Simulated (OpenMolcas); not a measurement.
Pt6+ (d4) among equal point charges was computed by CASSCF with the d shell active (OpenMolcas, ANO-RCC-VDZP on the metal). Its lowest spin-free states, and all those of the highest spin:

| 2S+1 | Degeneracy | E (cm-1) |
| --- | --- | --- |
| 5 | 2 | 0.0 |
| 5 | 2 | 878.2 |
| 5 | 1 | 2039 |
| 3 | 1 | 20062 |
| 3 | 2 | 20803 |
| 3 | 2 | 20844 |
| 3 | 2 | 21610 |
| 3 | 1 | 21629 |
| 3 | 1 | 21635 |
| 3 | 2 | 22399 |
| 3 | 2 | 23760 |
| 3 | 1 | 23872 |

Q: Is the site octahedral, tetrahedral or cube-like, axial, or of lower symmetry?

A: The states with 2S+1 = 5 have orbital degeneracies 2, 2, 1. There are pairs but no triples, so the site is axial: not cubic, but with a proper or improper axis of order three or more. The run had Pt6+ among 6 point charges of -1.7 e arranged as a trigonal prism (D3h), 2.24 Å from the ion, with a polar angle of 55.0° against the regular 49.1°.

Spin-orbit coupling mixes the spin-free states strongly: the lowest level takes only 26 % from its leading state, 5E. Without dynamic correlation the repulsion within the d shell is too large (B by tens of per cent), so at a given field states of lower spin stand too high. Point charges give a weaker field than real ligands, and real ions of this kind are as a rule low spin; the high spin found here belongs to the model. The ground term spreads over less than 5000 cm-1, several times less than with real ligands, so orbital moments are less quenched and χT lies further from the spin-only value than at real sites. Point charges carry no covalency, so the field is a model and not that of real ligands. No measured value stands beside these numbers.
